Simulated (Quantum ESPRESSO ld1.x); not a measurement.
Task: Valence configurations of the aluminium ion Al+ (all share [Ne]). Calculated with ld1.x of Quantum ESPRESSO 7.5: non-relativistic Kohn-Sham, LDA (Slater exchange, Perdew-Wang correlation), spin-polarised, spherical densities, point nucleus; open shells are filled with parallel spins first. Order these by energy: 3s1 3p1; 3s2; 3p2; 3s0.5 3p1.5; 3s1.5 3p0.5.

Result: From the lowest, in eV above it: 3s2 0.000; 3s1.5 3p0.5 2.627; 3s1 3p1 4.714; 3s0.5 3p1.5 7.688; 3p2 10.680. NIST lists [Ne] 3s2 as the ground configuration; this level of theory agrees among the configurations tried. The energies are those of spherical high-spin densities, not of single terms.
